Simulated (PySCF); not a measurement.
**ZnF at UHF-SCS-MP2**

Level: UHF-SCS-MP2. Zn jorge-DZP-DKH, F jorge-DZP-DKH; spin-free X2C with a Gaussian nucleus (PySCF 2.14).

```json
{
 "state": "²Σ⁺ (doublet), unpaired electrons σ ↑",
 "bond length": "1.783 Å",
 "harmonic wavenumber": "643 cm⁻¹",
 "force constant": "3.57 mdyn/Å",
 "rotational constant Be": "0.3623 cm⁻¹",
 "anharmonicity ωexe": "3.31 cm⁻¹",
 "vibration–rotation constant αe": "0.00269 cm⁻¹",
 "well depth De to Zn + F": "2.91 eV",
 "dissociation energy D0": "2.87 eV"
}
```

Correlated steps freeze 6 core orbitals. Correlated levels converge slowly with the basis: in double zeta they bind strong bonds too weakly, by up to about 1 eV, and carry superposition errors of some tenths. The state is the lowest determinant that a PBE0 search found; another state may lie lower at other levels.
